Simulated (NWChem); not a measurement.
The numbers come from NWChem runs, not from measurements. System: F₄Ge, charge 0, spin multiplicity 1, at a geometry optimised with PBE0/def2-SVP. The structure started from a generated list of species. Level: RHF/def2-TZVP.

Job file:

```
start mol
memory heap 200 mb stack 900 mb global 1100 mb
geometry units angstroms nocenter noautoz
  F      0.000000     1.386484     0.980388
  Ge     0.000000     0.000000    -0.000000
  F      0.000000    -1.386484     0.980388
  F     -1.386484     0.000000    -0.980387
  F      1.386484     0.000000    -0.980387
  symmetry group C2v
end
basis spherical
  * library def2-tzvp
end
scf
  rhf
  nopen 0
  maxiter 100
  thresh 1e-7
  semidirect memsize 60000000 filesize 0
end
task scf energy
```

Part of the output:

```
             Northwest Computational Chemistry Package (NWChem) 7.3.0
             --------------------------------------------------------

                                NWChem Input Module
                                -------------------

 Scaling coordinates for geometry "geometry" by  1.889725989
 (inverse scale =  0.529177249)

 Turning off AUTOSYM since
 SYMMETRY directive was detected!

                             Geometry "geometry" -> ""
                             -------------------------

 Output coordinates in angstroms (scale by  1.889725989 to convert to a.u.)

  No.       Tag          Charge          X              Y              Z
 ---- ---------------- ---------- -------------- -------------- --------------
    1 F                    9.0000     0.00000000     1.38648400     0.98038800
    2 Ge                  32.0000     0.00000000     0.00000000     0.00000000
    3 F                    9.0000     0.00000000    -1.38648400     0.98038800
    4 F                    9.0000    -1.38648400     0.00000000    -0.98038700
    5 F                    9.0000     1.38648400     0.00000000    -0.98038700

 Effective nuclear repulsion energy (a.u.)     451.7450977367

            Nuclear Dipole moment (a.u.)
            ----------------------------
        X                 Y               Z
 ---------------- ---------------- ----------------
     0.0000000000     0.0000000000     0.0000340151

      Symmetry information
      --------------------

 Group name             C2v
 Group number             16
 Group order               4
 No. of unique centers     3

      Symmetry unique atoms

     1    2    4


 Summary of "ao basis" -> "" (spherical)
 ------------------------------------------------------------------------------
       Tag                 Description            Shells   Functions and Types
 ---------------- ------------------------------  ------  ---------------------
 *                         def2-tzvp                  on all atoms

 Summary of "ao basis" -> "ao basis" (spherical)
 ------------------------------------------------------------------------------
       Tag                 Description            Shells   Functions and Types
 ---------------- ------------------------------  ------  ---------------------
 F                         def2-tzvp                11       31   5s3p2d1f
 Ge                        def2-tzvp                16       48   6s5p4d1f

                                 NWChem SCF Module
                                 -----------------

  ao basis        = "ao basis"
  functions       =   172
  atoms           =     5
  closed shells   =    34
  open shells     =     0
  charge          =   0.00
  wavefunction    = RHF
  use symmetry    = T
  symmetry adapt  = T

 Summary of "ao basis" -> "ao basis" (spherical)
 ------------------------------------------------------------------------------
       Tag                 Description            Shells   Functions and Types
 ---------------- ------------------------------  ------  ---------------------
 F                         def2-tzvp                11       31   5s3p2d1f
 Ge                        def2-tzvp                16       48   6s5p4d1f

      Symmetry analysis of basis
      --------------------------

        a1         63
        a2         25
        b1         42
        b2         42

 Forming initial guess at       0.1s

      Superposition of Atomic Density Guess
      -------------------------------------

 Sum of atomic energies:       -2472.97837582
[...]
             -----------------

              1
    1 -405.3846
    2  -52.2818
    3  -46.3710
    4  -46.3710
    5  -46.3710
    6  -26.3343
    7  -26.3343
    8  -26.3343
    9  -26.3343
   10   -7.3340
   11   -5.3122
   12   -5.3122
   13   -5.3122
   14   -1.8070
   15   -1.8070
   16   -1.8070
   17   -1.7865
   18   -1.7865
   19   -1.6403
   20   -1.5957
   21   -1.5957
   22   -1.5957
   23   -0.8466
   24   -0.7489
   25   -0.7489
   26   -0.7489
   27   -0.7031
   28   -0.7031
   29   -0.6819
   30   -0.6819
   31   -0.6819
   32   -0.6770
   33   -0.6770
   34   -0.6770
   35    0.0893
   36    0.1862
   37    0.1862
   38    0.1862
   39    0.3406
   40    0.3593
   41    0.3593
   42    0.3593
   43    0.4423
   44    0.4423

                       ROHF Final Molecular Orbital Analysis
                       -------------------------------------

 Vector   32  Occ=2.000000D+00  E=-6.769927D-01  Symmetry=b1
              MO Center= -2.1D-14,  1.4D-16, -4.8D-01, r^2= 3.1D+00
   Bfn.  Coefficient  Atom+Function         Bfn.  Coefficient  Atom+Function
  ----- ------------  ---------------      ----- ------------  ---------------
   118      0.248532  4 F  pz               149     -0.248532  5 F  pz
   121      0.218679  4 F  pz               152     -0.218679  5 F  pz
     6      0.175746  1 F  px                85      0.175746  3 F  px
   116     -0.175729  4 F  px               147     -0.175729  5 F  px
     9      0.154636  1 F  px                88      0.154636  3 F  px

 Vector   33  Occ=2.000000D+00  E=-6.769925D-01  Symmetry=b2
              MO Center=  9.2D-12,  2.6D-14,  4.8D-01, r^2= 3.1D+00
   Bfn.  Coefficient  Atom+Function         Bfn.  Coefficient  Atom+Function
  ----- ------------  ---------------      ----- ------------  ---------------
     8      0.248532  1 F  pz                87     -0.248532  3 F  pz
    11      0.218679  1 F  pz                90     -0.218679  3 F  pz
     7     -0.175736  1 F  py                86     -0.175736  3 F  py
   117      0.175739  4 F  py               148      0.175739  5 F  py
    10     -0.154627  1 F  py                89     -0.154627  3 F  py

 Vector   34  Occ=2.000000D+00  E=-6.769925D-01  Symmetry=a2
              MO Center=  1.2D-12, -2.0D-13,  8.7D-06, r^2= 3.3D+00
   Bfn.  Coefficient  Atom+Function         Bfn.  Coefficient  Atom+Function
  ----- ------------  ---------------      ----- ------------  ---------------
     6      0.248532  1 F  px                85     -0.248532  3 F  px
   117      0.248530  4 F  py               148     -0.248530  5 F  py
     9      0.218679  1 F  px                88     -0.218679  3 F  px
   120      0.218677  4 F  py               151     -0.218677  5 F  py

 Vector   35  Occ=0.000000D+00  E= 8.929841D-02  Symmetry=a1
              MO Center= -1.9D-14,  1.1D-14, -1.0D-06, r^2= 3.4D+00
   Bfn.  Coefficient  Atom+Function         Bfn.  Coefficient  Atom+Function
  ----- ------------  ---------------      ----- ------------  ---------------
    37      1.995450  2 Ge s                  5     -0.482692  1 F  s
    84     -0.482692  3 F  s                115     -0.482693  4 F  s
   146     -0.482693  5 F  s                 35     -0.245752  2 Ge s
    13      0.235984  1 F  py                92     -0.235984  3 F  py
   122     -0.235985  4 F  px               153      0.235985  5 F  px

 Vector   36  Occ=0.000000D+00  E= 1.862129D-01  Symmetry=a1
              MO Center= -2.2D-12,  8.8D-13,  4.1D-07, r^2= 4.9D+00
   Bfn.  Coefficient  Atom+Function         Bfn.  Coefficient  Atom+Function
  ----- ------------  ---------------      ----- ------------  ---------------
    52      1.616779  2 Ge pz                 5     -0.519317  1 F  s
    84     -0.519317  3 F  s                115      0.519316  4 F  s
   146      0.519316  5 F  s                 49      0.288064  2 Ge pz
    13      0.240872  1 F  py                92     -0.240872  3 F  py
   122      0.240872  4 F  px               153     -0.240872  5 F  px

 Vector   37  Occ=0.000000D+00  E= 1.862138D-01  Symmetry=b2
              MO Center=  3.1D-17,  9.2D-14, -3.1D-01, r^2= 4.8D+00
   Bfn.  Coefficient  Atom+Function         Bfn.  Coefficient  Atom+Function
  ----- ------------  ---------------      ----- ------------  ---------------
    51      1.616787  2 Ge py                 5     -0.734429  1 F  s
    84      0.734429  3 F  s                 48      0.288064  2 Ge py
    14      0.240873  1 F  pz                93     -0.240873  3 F  pz
   123     -0.220048  4 F  py               154     -0.220048  5 F  py

 center of mass
 --------------
 x =   0.00000000 y =   0.00000000 z =   0.00000048

 moments of inertia (a.u.)
 ------------------
         521.677751678490           0.000000000000           0.000000000000
           0.000000000000         521.677751678490           0.000000000000
           0.000000000000           0.000000000000         521.680273044094

  Mulliken analysis of the total density
  --------------------------------------

    Atom       Charge   Shell Charges
 -----------   ------   -------------------------------------------------------
    1 F    9     9.41   0.77  1.20  0.59  1.01  0.35  2.23  2.28  0.97  0.00  0.01  0.00
    2 Ge  32    30.35   2.00  2.00  1.15  0.82  0.60  0.07  5.98  4.41  1.59  0.95  0.09  8.98  1.08  0.29  0.15  0.20
    3 F    9     9.41   0.77  1.20  0.59  1.01  0.35  2.23  2.28  0.97  0.00  0.01  0.00
    4 F    9     9.41   0.77  1.20  0.59  1.01  0.35  2.23  2.28  0.97  0.00  0.01  0.00
    5 F    9     9.41   0.77  1.20  0.59  1.01  0.35  2.23  2.28  0.97  0.00  0.01  0.00

       Multipole analysis of the density wrt the origin
       ------------------------------------------------

     L   x y z        total         open         nuclear
     -   - - -        -----         ----         -------
     0   0 0 0     -0.000000      0.000000     68.000000

     1   1 0 0     -0.000000      0.000000      0.000000
     1   0 1 0      0.000000      0.000000      0.000000
     1   0 0 1     -0.000003      0.000000      0.000034

     2   2 0 0    -28.388445      0.000000    123.566260
     2   1 1 0      0.000000      0.000000      0.000000
     2   1 0 1      0.000000      0.000000      0.000000
     2   0 2 0    -28.388449      0.000000    123.566260
     2   0 1 1      0.000000      0.000000      0.000000
     2   0 0 2    -28.388394      0.000000    123.565065

 Task  times  cpu:        7.7s     wall:        7.7s

 Total times  cpu:        7.8s     wall:        7.8s
```
